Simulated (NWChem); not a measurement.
Program: NWChem. System: silacyclobutane (C$_{3}$H$_{8}$Si), charge 0, spin multiplicity 1, at a geometry optimised with B3LYP/def2-SVP. Level: CIS/6-31+G* (spherical d).

Part of the output:

```
             Northwest Computational Chemistry Package (NWChem) 7.3.0
             --------------------------------------------------------

                                NWChem Input Module
                                -------------------

 Scaling coordinates for geometry "geometry" by  1.889725989
 (inverse scale =  0.529177249)

 Turning off AUTOSYM since
 SYMMETRY directive was detected!

                             Geometry "geometry" -> ""
                             -------------------------

 Output coordinates in angstroms (scale by  1.889725989 to convert to a.u.)

  No.       Tag          Charge          X              Y              Z
 ---- ---------------- ---------- -------------- -------------- --------------
    1 C                    6.0000    -1.00199000    -0.90580400     0.00000000
    2 C                    6.0000    -0.14559800    -0.39973600    -1.20643200
    3 Si                  14.0000     0.64680400     0.84595200     0.00000000
    4 C                    6.0000    -0.14559800    -0.39973600     1.20643200
    5 H                    1.0000    -1.20088400    -1.99132900     0.00000000
    6 H                    1.0000    -1.98251200    -0.40126600     0.00000000
    7 H                    1.0000     0.58487200    -1.16058400    -1.52847500
    8 H                    1.0000    -0.70455700    -0.06554900    -2.09275100
    9 H                    1.0000    -0.00277800     2.19190900     0.00000000
   10 H                    1.0000     2.12940500     1.04128200     0.00000000
   11 H                    1.0000     0.58487200    -1.16058400     1.52847500
   12 H                    1.0000    -0.70455700    -0.06554900     2.09275100

 Effective nuclear repulsion energy (a.u.)     167.3838792497

            Nuclear Dipole moment (a.u.)
            ----------------------------
        X                 Y               Z
 ---------------- ---------------- ----------------
     0.0000018897     0.0000037795     0.0000000000

      Symmetry information
      --------------------

 Group name             Cs
 Group number              2
 Group order               2
 No. of unique centers     9

      Symmetry unique atoms

     1    2    3    5    6    7    8    9   10


 Summary of "ao basis" -> "" (spherical)
 ------------------------------------------------------------------------------
       Tag                 Description            Shells   Functions and Types
 ---------------- ------------------------------  ------  ---------------------
 *                          6-31+g*                   on all atoms

  xc_inp: hfexch multiplicative factor not found.

                                 NWChem DFT Module
                                 -----------------

 Summary of "ao basis" -> "ao basis" (spherical)
 ------------------------------------------------------------------------------
       Tag                 Description            Shells   Functions and Types
 ---------------- ------------------------------  ------  ---------------------
 C                          6-31+g*                  8       18   4s3p1d
 Si                         6-31+g*                 10       22   5s4p1d
 H                          6-31+g*                  2        2   2s

 Summary of "ao basis" -> "ao basis" (spherical)
 ------------------------------------------------------------------------------
       Tag                 Description            Shells   Functions and Types
 ---------------- ------------------------------  ------  ---------------------
 C                          6-31+g*                  8       18   4s3p1d
 Si                         6-31+g*                 10       22   5s4p1d
 H                          6-31+g*                  2        2   2s

      Symmetry analysis of basis
      --------------------------

        a'         59
        a"         33

            General Information
            -------------------
          SCF calculation type: DFT
          Wavefunction type:  closed shell.
          No. of atoms     :    12
          No. of electrons :    40
           Alpha electrons :    20
            Beta electrons :    20
          Charge           :     0
          Spin multiplicity:     1
[...]
     Electric Quadrupole                           0.0000001849
     Magnetic Dipole                               0.0000000627
     Total Oscillator Strength                     0.1386405564

          sigma_e =   3.2396 Angstrom
          sigma_h =   1.7129 Angstrom
         |d_h->e| =   0.7502 Angstrom
            d_exc =   3.5380 Angstrom
            d_CD1 =   2.2769 Angstrom
            d_CD2 =  -1.7261 Angstrom
            d_CD3 =   4.2882 Angstrom
     Pearson C.C. =   0.1328

     Occ.   19  a"  ---  Virt.   22  a"       0.71065
     Occ.   19  a"  ---  Virt.   26  a"      -0.05624
     Occ.   19  a"  ---  Virt.   30  a"       0.10039
     Occ.   19  a"  ---  Virt.   33  a"       0.18619
     Occ.   19  a"  ---  Virt.   35  a"      -0.20800
     Occ.   19  a"  ---  Virt.   36  a"       0.07225
     Occ.   20  a'  ---  Virt.   21  a'      -0.33475
     Occ.   20  a'  ---  Virt.   23  a'      -0.38149
     Occ.   20  a'  ---  Virt.   25  a'      -0.07871
     Occ.   20  a'  ---  Virt.   27  a'      -0.23375
     Occ.   20  a'  ---  Virt.   28  a'       0.11824
     Occ.   20  a'  ---  Virt.   31  a'      -0.07603
     Occ.   20  a'  ---  Virt.   32  a'      -0.06019
     Occ.   20  a'  ---  Virt.   34  a'       0.05579
     Occ.   20  a'  ---  Virt.   39  a'       0.15195
  ----------------------------------------------------------------------------
  Root   4 singlet a"             0.315782322 a.u.                8.5929 eV
  ----------------------------------------------------------------------------
     Transition Moments    X  0.00000   Y -0.00000   Z -0.39503
     Transition Moments   XX  0.00000  XY  0.00000  XZ  0.50921
     Transition Moments   YY  0.00000  YZ  1.38603  ZZ -0.00000
     Dipole Oscillator Strength                    0.0328514327
     Electric Quadrupole                           0.0000003656
     Magnetic Dipole                               0.0000002878
     Total Oscillator Strength                     0.0328520861

          sigma_e =   3.2527 Angstrom
          sigma_h =   1.6406 Angstrom
         |d_h->e| =   0.6383 Angstrom
            d_exc =   3.5884 Angstrom
            d_CD1 =   2.2504 Angstrom
            d_CD2 =  -1.8084 Angstrom
            d_CD3 =   4.2268 Angstrom
     Pearson C.C. =   0.0752

     Occ.   18  a'  ---  Virt.   22  a"      -0.05012
     Occ.   19  a"  ---  Virt.   21  a'       0.83461
     Occ.   19  a"  ---  Virt.   23  a'       0.27399
     Occ.   19  a"  ---  Virt.   27  a'       0.20483
     Occ.   19  a"  ---  Virt.   28  a'      -0.08950
     Occ.   19  a"  ---  Virt.   31  a'       0.08209
     Occ.   19  a"  ---  Virt.   32  a'       0.05629
     Occ.   19  a"  ---  Virt.   37  a'      -0.16875
     Occ.   19  a"  ---  Virt.   38  a'       0.12971
     Occ.   19  a"  ---  Virt.   39  a'      -0.18281
     Occ.   20  a'  ---  Virt.   22  a"      -0.10537
     Occ.   20  a'  ---  Virt.   26  a"       0.12416
     Occ.   20  a'  ---  Virt.   30  a"      -0.08843
     Occ.   20  a'  ---  Virt.   33  a"      -0.08011
     Occ.   20  a'  ---  Virt.   35  a"       0.05018
     Occ.   20  a'  ---  Virt.   36  a"      -0.14836
  ----------------------------------------------------------------------------
  Root   5 singlet a'             0.327376454 a.u.                8.9084 eV
  ----------------------------------------------------------------------------
     Transition Moments    X  0.36551   Y -0.22835   Z  0.00000
     Transition Moments   XX  2.82522  XY  1.08958  XZ -0.00000
     Transition Moments   YY -1.77339  YZ -0.00000  ZZ -0.53074
     Dipole Oscillator Strength                    0.0405392400
     Electric Quadrupole                           0.0000012791
     Magnetic Dipole                               0.0000006126
     Total Oscillator Strength                     0.0405411318

          sigma_e =   3.5177 Angstrom
          sigma_h =   1.8463 Angstrom
         |d_h->e| =   0.4803 Angstrom
            d_exc =   3.6972 Angstrom
            d_CD1 =   2.1517 Angstrom
            d_CD2 =  -2.2016 Angstrom
            d_CD3 =   4.1775 Angstrom
     Pearson C.C. =   0.1805

     Occ.   14  a'  ---  Virt.   28  a'      -0.05914
     Occ.   16  a'  ---  Virt.   21  a'       0.06826
     Occ.   16  a'  ---  Virt.   23  a'      -0.06257
     Occ.   16  a'  ---  Virt.   24  a'       0.05058
     Occ.   17  a"  ---  Virt.   29  a"       0.05507
     Occ.   18  a'  ---  Virt.   21  a'       0.08756
     Occ.   18  a'  ---  Virt.   23  a'      -0.14982
     Occ.   19  a"  ---  Virt.   29  a"      -0.17754
     Occ.   19  a"  ---  Virt.   42  a"       0.05664
     Occ.   20  a'  ---  Virt.   23  a'      -0.16398
     Occ.   20  a'  ---  Virt.   24  a'      -0.84118
     Occ.   20  a'  ---  Virt.   25  a'       0.11592
     Occ.   20  a'  ---  Virt.   27  a'      -0.07544
     Occ.   20  a'  ---  Virt.   28  a'      -0.23530
     Occ.   20  a'  ---  Virt.   32  a'      -0.05463
     Occ.   20  a'  ---  Virt.   34  a'      -0.13202
     Occ.   20  a'  ---  Virt.   37  a'       0.05616
     Occ.   20  a'  ---  Virt.   38  a'       0.19979
     Occ.   20  a'  ---  Virt.   39  a'       0.07635
     Occ.   20  a'  ---  Virt.   41  a'      -0.08043
     Occ.   20  a'  ---  Virt.   46  a'      -0.05084
  ----------------------------------------------------------------------------
  Root   6 singlet a'             0.328095162 a.u.                8.9279 eV
  ----------------------------------------------------------------------------
     Transition Moments    X -0.34806   Y -0.73410   Z -0.00000
     Transition Moments   XX -2.69905  XY -1.93666  XZ  0.00000
     Transition Moments   YY -3.83123  YZ  0.00000  ZZ  2.54149
     Dipole Oscillator Strength                    0.1443726761
     Electric Quadrupole                           0.0000028794
     Magnetic Dipole                               0.0000000711
     Total Oscillator Strength                     0.1443756267

          sigma_e =   3.5551 Angstrom
          sigma_h =   1.8671 Angstrom
         |d_h->e| =   1.2146 Angstrom
            d_exc =   3.9774 Angstrom
            d_CD1 =   2.9026 Angstrom
            d_CD2 =  -1.4965 Angstrom
            d_CD3 =   5.1919 Angstrom
     Pearson C.C. =   0.1341

     Occ.   14  a'  ---  Virt.   21  a'       0.05524
     Occ.   14  a'  ---  Virt.   23  a'      -0.05277
     Occ.   14  a'  ---  Virt.   25  a'       0.05786
     Occ.   16  a'  ---  Virt.   24  a'       0.06639
     Occ.   17  a"  ---  Virt.   22  a"       0.08956
     Occ.   18  a'  ---  Virt.   21  a'      -0.07666
     Occ.   18  a'  ---  Virt.   24  a'       0.11744
     Occ.   18  a'  ---  Virt.   25  a'      -0.05058
     Occ.   19  a"  ---  Virt.   22  a"       0.21539
     Occ.   19  a"  ---  Virt.   26  a"       0.08773
     Occ.   19  a"  ---  Virt.   30  a"       0.11752
     Occ.   19  a"  ---  Virt.   35  a"      -0.11099
     Occ.   20  a'  ---  Virt.   21  a'      -0.32190
     Occ.   20  a'  ---  Virt.   23  a'       0.76276
     Occ.   20  a'  ---  Virt.   24  a'      -0.09248
     Occ.   20  a'  ---  Virt.   25  a'       0.23474
     Occ.   20  a'  ---  Virt.   27  a'      -0.19038
     Occ.   20  a'  ---  Virt.   28  a'      -0.10304
     Occ.   20  a'  ---  Virt.   31  a'       0.12057
     Occ.   20  a'  ---  Virt.   34  a'      -0.11435
     Occ.   20  a'  ---  Virt.   39  a'      -0.08342
     Occ.   20  a'  ---  Virt.   40  a'      -0.10653
     Occ.   20  a'  ---  Virt.   43  a'       0.05318

              Target root =      1
          Target symmetry = none
      Ground state energy =   -407.148870863094
        Excitation energy =      0.287654624299
     Excited state energy =   -406.861216238795

  stored tddft:energy   -406.86121623879512

 Task  times  cpu:       97.7s     wall:       97.7s

 Total times  cpu:       97.8s     wall:       97.8s
```

Write an NWChem input that would produce this output.

This is not unique; one that fits is 
```
start mol
memory heap 200 mb stack 900 mb global 1100 mb
geometry units angstroms nocenter noautoz
  C     -1.001990    -0.905804     0.000000
  C     -0.145598    -0.399736    -1.206432
  Si     0.646804     0.845952     0.000000
  C     -0.145598    -0.399736     1.206432
  H     -1.200884    -1.991329     0.000000
  H     -1.982512    -0.401266     0.000000
  H      0.584872    -1.160584    -1.528475
  H     -0.704557    -0.065549    -2.092751
  H     -0.002778     2.191909     0.000000
  H      2.129405     1.041282     0.000000
  H      0.584872    -1.160584     1.528475
  H     -0.704557    -0.065549     2.092751
  symmetry group Cs
end
basis spherical
  * library 6-31+g*
end
dft
  xc hfexch
  semidirect memsize 60000000 filesize 0
  iterations 100
end
tddft
  cis
  nroots 6
  notriplet
  thresh 1e-4
end
task tddft energy
```
